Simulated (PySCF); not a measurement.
Delta-SCF ions had no search for a lower state. Excitations are Tamm–Dancoff values on a coarser integration grid. The basis has no diffuse functions, so Rydberg states are missing or too high.

Cartesian coordinates (Å):
```xyz
26

N     -0.0238     4.4278     0.0137
Al    -1.6071     3.5846    -0.0173
N     -1.5807     1.7823    -0.0100
Al    -3.1442     0.8830    -0.0503
N     -3.0715    -0.9058    -0.1004
Al    -1.5424    -1.8446    -0.0907
N     -1.4805    -3.6392    -0.1574
Al     0.0279    -4.6077    -0.1061
N      1.5235    -3.6253     0.0095
Al     1.5628    -1.8291     0.0543
N      3.0787    -0.8740     0.1522
Al     3.1310     0.9161     0.1642
N      1.5595     1.7991     0.0844
Al     1.5679     3.6019     0.0657
Al    -0.0053     0.8811     0.0244
N      0.0050    -0.9223    -0.0040
H     -0.0292     5.4471     0.0029
H     -2.9587     4.4034    -0.0488
H     -4.5362     1.6318    -0.0428
H     -3.9570    -1.4087    -0.1319
H     -2.3648    -4.1413    -0.2223
H      0.0387    -6.1881    -0.1646
H      2.4138    -4.1198     0.0460
H      3.9689    -1.3676     0.1967
H      4.5120     1.6803     0.2538
H      2.9116     4.4346     0.0815
```
Charge 0, spin multiplicity 1.

What S1–T1 gap (TDA), vertical ionisation energy (Delta-SCF), LUMO, total energy and S1 excitation (TDA) does CAM-B3LYP-D3(BJ)/def2-SVP // B3LYP-D3(BJ)/def2-SVP (PySCF) give?


* **S1–T1 gap (TDA)**: 0.27 eV
* **vertical ionisation energy (Delta-SCF)**: 8.63 eV
* **LUMO**: 0.25 eV
* **total energy**: -2383.1552 Ha
* **S1 excitation (TDA)**: 5.53 eV
